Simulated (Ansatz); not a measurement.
Harmonic vibrations of Al(H2S)F3 (AlH₂SF₃) by finite differences.

```yaml
crystal:
  periodic: [false, false, false]
  atoms:
    - {symbol: Al, position_ang: [0.136415, -0.233492, -0.996358]}
    - {symbol: S, position_ang: [0.151250, -0.251414, 1.508065]}
    - {symbol: H, position_ang: [0.516887, 1.060232, 1.603033]}
    - {symbol: H, position_ang: [-1.173965, 0.060527, 1.606011]}
    - {symbol: F, position_ang: [1.785752, -0.198127, -1.274315]}
    - {symbol: F, position_ang: [-0.698992, 1.208785, -1.179112]}
    - {symbol: F, position_ang: [-0.717347, -1.646512, -1.267334]}
basis:
  gaussian: {orbitals: def2-SVP}
hamiltonian: {xc: pbe, dispersion: d4}
scf: {omitted_lower_state_checks: [starts]}
phonons: {temperatures: {t_min: 298.15, t_max: 900, t_step: 200}}
```

```sh
$ ansatz run in.yaml --threads 2 --pin off --events-out ev --progress --plain --max-ram 32768MiB --backend cpu
```

It prints (some lines left out):

```
Functional definition: PBE
mean field -25593.76908984 eV, -940.5536659720 hartree, gradient 2.9e-5 eV, S^2 0.000000; 0 other end points of the search recorded, 0 dependent functions left out
mean field -25593.76892071 eV, -940.5536597563 hartree, gradient 2.2e-6 eV, S^2 0.000000; 0 other end points of the search recorded, 0 dependent functions left out
mean field -25593.76897420 eV, -940.5536617220 hartree, gradient 2.0e-6 eV, S^2 0.000000; 0 other end points of the search recorded, 0 dependent functions left out
mean field -25593.76899321 eV, -940.5536624207 hartree, gradient 1.6e-6 eV, S^2 0.000000; 0 other end points of the search recorded, 0 dependent functions left out
mean field -25593.76890877 eV, -940.5536593175 hartree, gradient 2.5e-6 eV, S^2 0.000000; 0 other end points of the search recorded, 0 dependent functions left out
mean field -25593.76906648 eV, -940.5536651135 hartree, gradient 1.2e-6 eV, S^2 0.000000; 0 other end points of the search recorded, 0 dependent functions left out
mean field -25593.76905170 eV, -940.5536645701 hartree, gradient 1.4e-6 eV, S^2 0.000000; 0 other end points of the search recorded, 0 dependent functions left out
mean field -25593.76899941 eV, -940.5536626486 hartree, gradient 2.8e-6 eV, S^2 0.000000; 0 other end points of the search recorded, 0 dependent functions left out
mean field -25593.76901262 eV, -940.5536631342 hartree, gradient 1.3e-6 eV, S^2 0.000000; 0 other end points of the search recorded, 0 dependent functions left out
mean field -25593.76901706 eV, -940.5536632971 hartree, gradient 1.2e-6 eV, S^2 0.000000; 0 other end points of the search recorded, 0 dependent functions left out
mean field -25593.76899228 eV, -940.5536623868 hartree, gradient 2.4e-6 eV, S^2 0.000000; 0 other end points of the search recorded, 0 dependent functions left out
mean field -25593.76912767 eV, -940.5536673620 hartree, gradient 1.5e-6 eV, S^2 0.000000; 0 other end points of the search recorded, 0 dependent functions left out
mean field -25593.76901724 eV, -940.5536633040 hartree, gradient 1.4e-6 eV, S^2 0.000000; 0 other end points of the search recorded, 0 dependent functions left out
mean field -25593.76908008 eV, -940.5536656132 hartree, gradient 4.8e-7 eV, S^2 0.000000; 0 other end points of the search recorded, 0 dependent functions left out
mean field -25593.76907455 eV, -940.5536654101 hartree, gradient 6.6e-7 eV, S^2 0.000000; 0 other end points of the search recorded, 0 dependent functions left out
mean field -25593.76901341 eV, -940.5536631633 hartree, gradient 1.9e-6 eV, S^2 0.000000; 0 other end points of the search recorded, 0 dependent functions left out
mean field -25593.76902425 eV, -940.5536635613 hartree, gradient 9.0e-7 eV, S^2 0.000000; 0 other end points of the search recorded, 0 dependent functions left out
mean field -25593.76908932 eV, -940.5536659526 hartree, gradient 1.7e-6 eV, S^2 0.000000; 0 other end points of the search recorded, 0 dependent functions left out
mean field -25593.76908419 eV, -940.5536657642 hartree, gradient 1.6e-6 eV, S^2 0.000000; 0 other end points of the search recorded, 0 dependent functions left out
mean field -25593.76901988 eV, -940.5536634010 hartree, gradient 9.0e-7 eV, S^2 0.000000; 0 other end points of the search recorded, 0 dependent functions left out
mean field -25593.76901346 eV, -940.5536631650 hartree, gradient 1.9e-6 eV, S^2 0.000000; 0 other end points of the search recorded, 0 dependent functions left out
mean field -25593.76907314 eV, -940.5536653580 hartree, gradient 9.6e-7 eV, S^2 0.000000; 0 other end points of the search recorded, 0 dependent functions left out
mean field -25593.76908586 eV, -940.5536658256 hartree, gradient 1.2e-6 eV, S^2 0.000000; 0 other end points of the search recorded, 0 dependent functions left out
mean field -25593.76909017 eV, -940.5536659839 hartree, gradient 1.8e-6 eV, S^2 0.000000; 0 other end points of the search recorded, 0 dependent functions left out
mean field -25593.76908327 eV, -940.5536657306 hartree, gradient 1.6e-6 eV, S^2 0.000000; 0 other end points of the search recorded, 0 dependent functions left out
mean field -25593.76903944 eV, -940.5536641196 hartree, gradient 2.8e-6 eV, S^2 0.000000; 0 other end points of the search recorded, 0 dependent functions left out
mean field -25593.76896210 eV, -940.5536612774 hartree, gradient 1.5e-6 eV, S^2 0.000000; 0 other end points of the search recorded, 0 dependent functions left out
mean field -25593.76903666 eV, -940.5536640175 hartree, gradient 1.7e-6 eV, S^2 0.000000; 0 other end points of the search recorded, 0 dependent functions left out
mean field -25593.76913265 eV, -940.5536675452 hartree, gradient 1.8e-6 eV, S^2 0.000000; 0 other end points of the search recorded, 0 dependent functions left out
mean field -25593.76905708 eV, -940.5536647680 hartree, gradient 2.2e-6 eV, S^2 0.000000; 0 other end points of the search recorded, 0 dependent functions left out
mean field -25593.76911076 eV, -940.5536667406 hartree, gradient 1.9e-6 eV, S^2 0.000000; 0 other end points of the search recorded, 0 dependent functions left out
mean field -25593.76902922 eV, -940.5536637441 hartree, gradient 2.4e-6 eV, S^2 0.000000; 0 other end points of the search recorded, 0 dependent functions left out
mean field -25593.76909795 eV, -940.5536662698 hartree, gradient 2.1e-6 eV, S^2 0.000000; 0 other end points of the search recorded, 0 dependent functions left out
mean field -25593.76908585 eV, -940.5536658252 hartree, gradient 2.7e-6 eV, S^2 0.000000; 0 other end points of the search recorded, 0 dependent functions left out
mean field -25593.76895831 eV, -940.5536611380 hartree, gradient 1.3e-6 eV, S^2 0.000000; 0 other end points of the search recorded, 0 dependent functions left out
mean field -25593.76906963 eV, -940.5536652293 hartree, gradient 2.2e-6 eV, S^2 0.000000; 0 other end points of the search recorded, 0 dependent functions left out
mean field -25593.76910010 eV, -940.5536663491 hartree, gradient 1.8e-6 eV, S^2 0.000000; 0 other end points of the search recorded, 0 dependent functions left out
mean field -25593.76908549 eV, -940.5536658121 hartree, gradient 2.3e-6 eV, S^2 0.000000; 0 other end points of the search recorded, 0 dependent functions left out
mean field -25593.76903935 eV, -940.5536641164 hartree, gradient 2.1e-6 eV, S^2 0.000000; 0 other end points of the search recorded, 0 dependent functions left out
mean field -25593.76896429 eV, -940.5536613579 hartree, gradient 1.3e-6 eV, S^2 0.000000; 0 other end points of the search recorded, 0 dependent functions left out
mean field -25593.76908152 eV, -940.5536656662 hartree, gradient 2.5e-6 eV, S^2 0.000000; 0 other end points of the search recorded, 0 dependent functions left out
mean field -25593.76905750 eV, -940.5536647833 hartree, gradient 2.2e-6 eV, S^2 0.000000; 0 other end points of the search recorded, 0 dependent functions left out
mean field -25593.76911058 eV, -940.5536667340 hartree, gradient 1.9e-6 eV, S^2 0.000000; 0 other end points of the search recorded, 0 dependent functions left out
WARN: phonons: modes at or below zero, which the zero-point energy, F, S and C_V leave out: 1, the lowest at -65.19 cm⁻¹. A minimum has none, and a first-order saddle one
Total energy: -25593.90633013 eV, -940.5587094595 hartree
Atom 0 at     0.136415    -0.233492    -0.996358 Å, force    -0.011307     0.018183     0.007258 eV/Å
Atom 1 at     0.151250    -0.251414     1.508065 Å, force    -0.002090     0.003854     0.002364 eV/Å
Atom 2 at     0.516887     1.060232     1.603033 Å, force     0.000062    -0.003237    -0.002758 eV/Å
Atom 3 at    -1.173965     0.060527     1.606011 Å, force     0.002738    -0.002080    -0.002416 eV/Å
Atom 4 at     1.785752    -0.198127    -1.274315 Å, force     0.005075    -0.019044    -0.003036 eV/Å
Atom 5 at    -0.698992     1.208785    -1.179112 Å, force    -0.008698     0.016719     0.001540 eV/Å
Atom 6 at    -0.717347    -1.646512    -1.267334 Å, force     0.014220    -0.014395    -0.002952 eV/Å
Dipole moment:    -0.135938     0.232978     0.959783 e Å
Vibrations: -65.19 91.14 94.52 201.01 230.59 230.96 327.71 468.90 517.39 665.54 910.22 925.63 1132.39 2604.61 2625.96 cm⁻¹, zero-point energy 0.683561 eV
Checks for a lower state left out: starts
```

It took 26 s on 2 threads of AMD EPYC 7R13 on a shared host.
